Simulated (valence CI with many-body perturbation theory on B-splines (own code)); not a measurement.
# Er¹⁷⁺: configurations and terms from energies and g

Calculated by valence CI with perturbative core correlation (CI+MBPT): five valence electrons over a frozen Dirac-Fock core [Kr] 4d10, radial functions for each j: 7 s, 7 p, 7 d, 7 f, 4 g, 2 h, with the one-electron correlation potential Σ1, the two-electron term Σ2, the three-electron term Σ3, Breit, model QED; selected CI, second order for the rest (own B-spline code, finite nucleus).

No measured levels were compared; by estimate terms of the open shell hold to a few per cent of their energy, and close levels can change places. Core correlation moves these levels by up to 3400 cm⁻¹, and in measured spectra 5 to 20 % of such shifts remained as error; rates that hang on mixing are uncertain with them. Among the levels kept, up to 1100 cm⁻¹ of a level comes from second order outside the variational space, and about a tenth of that is noise between levels of different J, which matters for small intervals. Only levels of the ground parity were solved; by the run's estimate the other parity begins above the list, which can be wrong where configurations are misplaced.

| No. | J | Parity | E (eV) | g |
| --- | --- | --- | --- | --- |
| 1 | 5/2 | odd | 0.0000 | 0.321 |
| 2 | 7/2 | odd | 0.4615 | 0.835 |
| 3 | 9/2 | odd | 0.9500 | 1.069 |
| 4 | 11/2 | odd | 1.440 | 1.194 |
| 5 | 1/2 | odd | 1.752 | -0.619 |
| 6 | 3/2 | odd | 1.790 | 1.035 |
| 7 | 5/2 | odd | 1.916 | 1.269 |
| 8 | 13/2 | odd | 1.916 | 1.268 |
| 9 | 7/2 | odd | 2.292 | 1.372 |
| 10 | 15/2 | odd | 2.363 | 1.312 |
| 11 | 9/2 | odd | 2.772 | 1.418 |
| 12 | 11/2 | odd | 3.290 | 1.440 |
| 14 | 3/2 | odd | 4.450 | 0.462 |
| 20 | 17/2 | odd | 5.320 | 0.994 |

Energies count from the lowest level. Strongly mixed levels and levels close to another of their J and parity are left out, so the numbers can have gaps.

(1) Give configuration and LS term of each level.

Results:

(1) 1: 4f5 6H°; 2: 4f5 6H°; 3: 4f5 6H°; 4: 4f5 6H°; 5: 4f5 6F°; 6: 4f5 6F°; 7: 4f5 6F°; 8: 4f5 6H°; 9: 4f5 6F°; 10: 4f5 6H°; 11: 4f5 6F°; 12: 4f5 6F°; 14: 4f5 4F°; 20: 4f5 4M°.
